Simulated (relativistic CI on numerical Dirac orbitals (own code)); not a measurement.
As XXX: sensitivity of the levels to the model

Base calculation: Dirac-Coulomb-Breit CI, separate exchange-only KLI orbitals for each configuration, model QED, unscaled Slater integrals.

Configurations in the expansion (outside the closed core 1s2): 2s², 2s2p, 2p², 2p3s, 2p3p, 2s3s, 2s3p, 2s3d, 2s4s, 2s4p, 2s4d, 2s4f, 2s5s, 2s5p, 3s², 2s5d, 2s5f, 2s5g, 3s3p, 3p². Levels of other configurations are missing.

The lowest level and the first level of each name with at least 55 % of one term (blank where a level has no safe partner in the second run):

| Level | Base (eV) | Shift (eV) |
| --- | --- | --- |
| 2s² ¹S0 | 0.00 | 0.00 |
| 2s2p ³P°0 | 56.74 | +0.35 |
| 2s2p ³P°1 | 65.06 | +0.35 |
| 2s2p ³P°2 | 99.96 | +0.35 |
| 2s2p ¹P°1 | 143.39 | +0.35 |
| 2p² ³P0 | 160.49 | +0.49 |
| 2p² ³P1 | 191.22 | +0.50 |
| 2p² ¹S0 | 274.91 | +0.49 |
| 2s3s ³S1 | 1855.57 | +0.81 |
| 2s3s ¹S0 | 1866.99 | +0.81 |
| 2s3p ³P°0 | 1883.65 | +1.01 |
| 2s3p ³P°1 | 1883.97 | +1.01 |
| 2s3p ¹P°1 | 1895.48 | +0.98 |
| 2s3p ³P°2 | 1896.27 | +1.01 |
| 2s3d ³D1 | 1909.63 | +0.91 |
| 2s3d ³D2 | 1911.12 | +0.91 |
| 2s3d ³D3 | 1913.85 | +0.91 |
| 2s3d ¹D2 | 1923.66 | +0.91 |
| 2p3s ³P°0 | 1927.72 | +0.66 |
| 2p3s ³P°1 | 1931.52 | +0.68 |
| 2p3p ³D1 | 1945.80 | +0.85 |
| 2p3p ³P0 | 1961.82 | +0.85 |

At this charge energies of transitions that change n are usually good to better than 1 %, and those within a shell (Δn = 0) to a few per cent.

Q: One thing was changed in a second run, which moved the levels as shown. Which?
A. configuration mixing switched off
B. non-relativistic limit
C. P86 correlation estimate
D. Breit term removed
E. QED terms removed

A: C. P86 correlation estimate. A correlation estimate moves all levels of a configuration together before mixing; mixed levels move by a weighted share.

LS names give the leading component of a level, which can be under half, so a name can repeat, a term be missing and a line seem to break the LS rules.
